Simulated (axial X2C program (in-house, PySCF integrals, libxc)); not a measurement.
# FeBr: the levels of the configuration d6 s1 p(π)0

Computed with an axial X2C code built on PySCF integrals: two-component X2C with atomic mean-field Coulomb terms (Gaunt term off), basis Fe dyall-v3z, Br dyall-v3z (cores contracted in-house). Orbitals come from Hartree–Fock averaged over the configuration Fe d6 s1 p(π)0; CI then distributes these electrons over the d, s, p(π) shells of Fe.

R = 2.407 Å (near the minimum of the configuration average).

Active spinors (ω > 0):

| shell | ω | ε (eV) | character |
| --- | --- | --- | --- |
| d | 3/2 | -8.58 | 100% Fe d |
| d | 5/2 | -8.45 | 100% Fe d |
| d | 1/2 | -8.29 | 98% Fe d |
| d | 3/2 | -8.20 | 99% Fe d |
| d | 1/2 | -8.03 | 96% Fe d |
| s | 1/2 | -3.74 | 67% Fe s, 28% Fe p, 3% Br p |
| p(π) | 1/2 | 1.56 | 93% Fe p, 4% Fe d |
| p(π) | 3/2 | 1.58 | 92% Fe p, 4% Fe d |

Lowest levels of this model:

```
   Ω  energy (cm⁻¹)     g∥  μ (D)  configuration
 9/2              0  14.01  -3.21     100% d6 s1
 7/2            145  10.02  -3.21     100% d6 s1
 5/2            294   6.03  -3.21     100% d6 s1
 3/2            449   2.03  -3.21     100% d6 s1
 1/2            608   1.98  -3.21     100% d6 s1
 1/2            773   5.99  -3.21     100% d6 s1
 7/2           2381  11.99  -3.27     100% d6 s1
 5/2           2431   8.07  -3.27     100% d6 s1
 3/2           2478   4.34  -3.28     100% d6 s1
 1/2           2512   1.21  -3.28     100% d6 s1
 1/2           2712   2.78  -3.28     100% d6 s1
 3/2           2773   7.63  -3.28     100% d6 s1
 5/2           3485   9.92  -3.28      99% d6 s1
 3/2           3568   6.01  -3.28      99% d6 s1
 7/2           7382  10.01  -3.39      98% d6 s1
 5/2           7586   6.05  -3.39      98% d6 s1
 9/2          23698  12.00  -3.32      98% d6 s1
 7/2          23741   9.75  -3.29      99% d6 s1
11/2          24468  14.00  -3.23     100% d6 s1
 9/2          24612  10.01  -3.23     100% d6 s1
13/2          24958  16.00  -3.27     100% d6 s1
11/2          25089  12.02  -3.27     100% d6 s1
 9/2          25221   8.03  -3.27     100% d6 s1
```

g∥ is the magnitude of 2⟨Lz + ge Sz⟩ for the +Ω component. μ is positive if the Br end is positive.

**Question.** From Ω and g∥ of the lowest level, whose 2⟨Lz + ge Sz⟩ is positive, find ⟨Sz⟩ and ⟨Lz⟩ (ge = 2.0023).

**Answer.** Ω = ⟨Lz⟩ + ⟨Sz⟩ = 9/2 and ⟨Lz⟩ + ge⟨Sz⟩ = 7.005, so ⟨Sz⟩ = 2.50 and ⟨Lz⟩ = 2.00.

Occupations of the active spinors in the lowest level by ω, shell by shell in order of energy: -5/2: 0.00; -3/2: 0.98 0.02 0.00; -1/2: 0.94 0.06 0.00 0.00; 1/2: 0.08 0.93 1.00 0.00; 3/2: 1.00 1.00 0.00; 5/2: 1.00. The leading determinant has weight 0.85 among 463.

This point took 4.2 s on 1 thread of Arm Neoverse N1, with other jobs on the host.

There is no dynamic correlation: spin–orbit spacings and, for f shells, spacings inside one term are the most reliable numbers, splittings between terms come out too wide, and energies between configurations are not reliable, so the lowest level need not be the ground state of the molecule. For d shells the ligand-field splittings (σ, π, δ) and their order can be off by a thousand cm⁻¹ or more. At most 4 roots were kept for each Ω > 0 (twice that for Ω = 0) within 3.2 eV of the lowest, so higher up levels can be missing between those listed; levels with Ω > 0 are doubly degenerate and listed once, Ω = 0 levels singly. States that fill the shells left empty in the average are placed too high.
